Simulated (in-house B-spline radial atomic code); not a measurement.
Computed with a B-spline radial atomic code. Model: two electrons, singlet ground state, non-relativistic, full CI in B-splines with partial waves to l = 8 (at full coupling up to 3e-4 hartree above the limit, correlation up to 0.6 % small), density held at that of full coupling by Lieb maximisation.

W(λ) is the mean repulsion in the state of coupling λ less the Hartree energy of the fixed density. Its start is exact exchange, its initial slope is twice the second-order Görling-Levy correlation energy, and its area from 0 to 1 is E_xc. A straight curve means weak, dynamic correlation, and a curve that drops fast and flattens means strong correlation.

Command:
```bash
python run_ac.py task.json out
```
Settings (lengths in bohr, energies in hartree):
```
potential              harmonic
strength               0.00701
lmax                   8
```

Time taken, with all properties: 35 s on 1 thread of Intel(R) Xeon(R) Processor @ 2.30GHz (shared host).

**W = mean repulsion less Hartree energy, and W of three functionals.**

Given: confinement harmonic well; well frequency 0.00701 hartree; external potential omega^2 r^2/2.

Computed: LDA exchange minus exact 5.535 millihartree; SCAN exchange minus exact -0.75802 millihartree.

```
coupling  W xc (hartree)  W xc minus exchange (millihartree)  kinetic minus Kohn-Sham (millihartree)  LDA (PW92) W minus its exchange (millihartree)  PBE W minus its exchange (millihartree)  SCAN W minus its exchange (millihartree)
       0       -0.043761                                   0                                       0                                               0                                        0                                         0
    0.02       -0.045932                              -2.172                                    0.02                                           -5.13                                    -2.95                                     -1.69
    0.05       -0.048386                              -4.626                                     0.1                                           -8.78                                    -5.64                                     -3.68
    0.12       -0.051853                              -8.092                                    0.39                                          -13.47                                    -9.47                                     -6.86
    0.25       -0.054784                             -11.023                                     0.9                                          -17.82                                   -13.26                                    -10.16
     0.4       -0.056335                             -12.574                                    1.39                                          -20.52                                   -15.69                                    -12.18
     0.6       -0.057439                             -13.678                                    1.93                                          -22.69                                   -17.67                                    -13.66
     0.8       -0.058109                             -14.349                                     2.4                                          -24.11                                   -18.99                                    -14.51
       1       -0.058575                             -14.814                                    2.81                                          -25.15                                   -19.95                                    -15.06
     1.4               ?                                   ?                                       ?                                               ?                                        ?                                         ?
       2               ?                                   ?                                       ?                                               ?                                        ?                                         ?
       3       -0.060349                             -16.588                                    5.92                                          -29.32                                   -23.86                                    -16.63
```

Problem. What belongs in the row 1.4?

Solution. W xc (hartree): -0.059201; W xc minus exchange (millihartree): -15.441; kinetic minus Kohn-Sham (millihartree): 3.56; LDA (PW92) W minus its exchange (millihartree): -26.59; PBE W minus its exchange (millihartree): -21.29; SCAN W minus its exchange (millihartree): -15.72.

Problem. What belongs in the row 2?

Solution. W xc (hartree): -0.059781; W xc minus exchange (millihartree): -16.02; kinetic minus Kohn-Sham (millihartree): 4.53; LDA (PW92) W minus its exchange (millihartree): -27.96; PBE W minus its exchange (millihartree): -22.58; SCAN W minus its exchange (millihartree): -16.23.

Problem. What is the PBE exchange minus exact?

Solution. 1.0887 millihartree.

**Energy parts, natural occupations and partial-wave weights.**

Computed: total energy 0.0604 hartree; exchange energy -0.043761 hartree; kinetic part of the DFT correlation energy 0.0028138 hartree; Hartree energy 0.087521 hartree; Kohn-Sham kinetic 0.005661 hartree; Lieb Oxford ratio E_xc over LDA exchange 1.4587.

```
natural  occupation of the shell (electrons)
      s                               1.2905
      p                                    ?
      d                             0.025994
      s                             0.020262
      p                            0.0015293
      s                           5.1359e-05
```

Problem. What belongs in the row p?

Solution. occupation of the shell (electrons): 0.66167.

```json
{"wave": "s", "weight": "0.6554"}
{"wave": "p", "weight": "?"}
{"wave": "d", "weight": "0.012997"}
{"wave": "f", "weight": "8.2085e-06"}
{"wave": "g", "weight": "9.2981e-09"}
```

Problem. What belongs in the row p?

Solution. weight: 0.3316.

Problem. What is the kinetic part over minus potential part?

Solution. 0.18994.

Problem. What is the correlation energy?

Solution. -0.012001 hartree.

Half-way to full coupling W has made 89 % of its drop, against 50 % for a straight line, and second-order (GL2) theory, half the initial slope, overshoots the correlation energy by about 397 %: correlation is strong. Over couplings 0 to 1 the errors in E_xc come to about -2.4 millihartree for LDA, -2.2 millihartree for PBE, -0.4 millihartree for SCAN, so SCAN is nearest. In LDA and PBE and SCAN the errors of exchange and correlation have opposite signs, so the sum is smaller than the larger of the two.
